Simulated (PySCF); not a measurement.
HfO3, SMILES [O]1[Hf]([O]1)=[O], multiplicity 1. Geometry: B3LYP-D3(BJ)/def2-TZVP. The spin state was assumed, not searched. The def2 effective core potentials stand for the cores of Hf; spin–orbit coupling is left out.

Computed equilibrium geometry at B3LYP-D3(BJ)/def2-TZVP (PySCF confirms it by a frequency run) as bond lengths and angles, and its point group:
point group Cs.
Atoms: Hf1 O2 O3 O4. Bonded distances (Å): Hf1–O2 1.779, Hf1–O3 1.956, Hf1–O4 1.956, O3–O4 1.522. Angles (°): O2–Hf1–O3 113.0, O2–Hf1–O4 113.0, O3–Hf1–O4 45.8, Hf1–O3–O4 67.1, Hf1–O4–O3 67.1.
Charge 0, spin multiplicity 1.
